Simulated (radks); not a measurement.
The copper ion Cu10+ is in [Ar] 3d(3/2: 1, 5/2: 0). Method: Dirac Kohn-Sham, relativistic LDA (MacDonald-Vosko exchange, VWN5 correlation), spin-unpolarised, spherical densities, finite nucleus; Fermi nuclear charge, rms radius of each element as measured or else 0.836 A^(1/3) + 0.57 fm; computed with a radial shooting solver on a logarithmic mesh with Libxc functionals. Sub-shells are occupied by j as written (lower j first in brackets). One electron is removed from 3p3/2, 3s1/2, 3d3/2, 3p1/2 in turn, with full relaxation. Which removal costs least, and what does each cost?

Answer. 3d3/2 265.62 eV; 3p3/2 332.18 eV; 3p1/2 335.80 eV; 3s1/2 377.24 eV. The 3d3/2 electron leaves first.
